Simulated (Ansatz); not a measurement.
Calculated with Ansatz (gas phase, PBE0-D4/def2-TZVP geometries, no zero-point term in ΔE). CBS: MP2 limit from def2 TZ/QZ plus the TZ coupled-cluster correction, frozen cores. Functionals use def2-TZVPP. Elements past krypton have def2 core potentials. For Se, Zr outer-core shells are correlated without core-valence functions, which leaves a few kJ/mol of doubt a bond. Scalar relativity is left out up to krypton. Each species was taken in one conformer, which may not be the lowest.

Consider the redistribution: `[F][Zr]([F])([F])[Cl]` + `[CH3][AlH][SiH2][SeH]` → `[F][Zr]([F])([Cl])[SeH]` + `[CH3][AlH][SiH2]F`.

`[F][Zr]([F])([F])[Cl]`:

Cartesian coordinates in Å:
```
F -0.423 0.581 -1.777
Zr 0.038 -0.045 -0.057
F -0.479 -1.853 0.099
F 1.908 0.082 0.162
Cl -1.044 1.236 1.573
```

`[CH3][AlH][SiH2][SeH]`:

Z-matrix (Å, degrees):
```
C
Al 1 1.951
H 1 1.096 2 109.8
H 1 1.095 2 110.7 3 -117.1
H 1 1.092 2 113.7 3 120.8
Si 2 2.461 1 121.4 3 -114.4
H 2 1.591 1 120.2 3 65.1
Se 6 2.293 2 106.7 1 179.2
H 6 1.493 2 112.5 1 -60.6
H 6 1.493 2 112.5 1 59.0
H 8 1.470 6 95.1 2 -180.0
```

`[F][Zr]([F])([Cl])[SeH]`:

```xyz
6

F    -0.799   -1.815   -0.112
Zr    0.108   -0.281    0.500
F    -0.241    0.089    2.312
Cl    2.400   -0.590    0.171
Se   -0.717    1.742   -0.847
H    -0.750    0.854   -2.023
```

`[CH3][AlH][SiH2]F`:

Z-matrix (Å, degrees):
```
C
Al 1 1.950
H 1 1.095 2 110.6
H 1 1.096 2 110.3 3 -117.0
H 1 1.092 2 113.2 3 121.7
Si 2 2.472 1 120.6 3 56.0
H 2 1.593 1 122.0 3 -124.1
F 6 1.616 2 110.8 1 -0.3
H 6 1.494 2 113.1 1 -120.1
H 6 1.493 2 113.1 1 119.4
```

```json
{"species": "`[F][Zr]([F])([F])[Cl]`", "revPBE-D4 energy (Eh)": "-807.14647"}
{"species": "`[CH3][AlH][SiH2][SeH]`", "revPBE-D4 energy (Eh)": "-2975.54167"}
{"species": "`[F][Zr]([F])([Cl])[SeH]`", "revPBE-D4 energy (Eh)": "-3109.21285"}
{"species": "`[CH3][AlH][SiH2]F`", "revPBE-D4 energy (Eh)": "-673.45946"}
```

**Question.** Work out ΔE.

**Answer.** ΔE = (-3109.21285) + (-673.45946) − (-807.14647) − (-2975.54167) = 0.01583 Eh = +41.6 kJ/mol. CCSD(T)/CBS gives +23.8 kJ/mol.

Largest T1 diagnostic among the species: 0.017.

At CCSD(T), def2-SVP lies +25.1 kJ/mol from the extrapolated value and def2-TZVPP −0.8 kJ/mol. From BLYP to BHLYP (50 % exact exchange), in def2-TZVPP and without D4, ΔE moves by −6.7 kJ/mol.
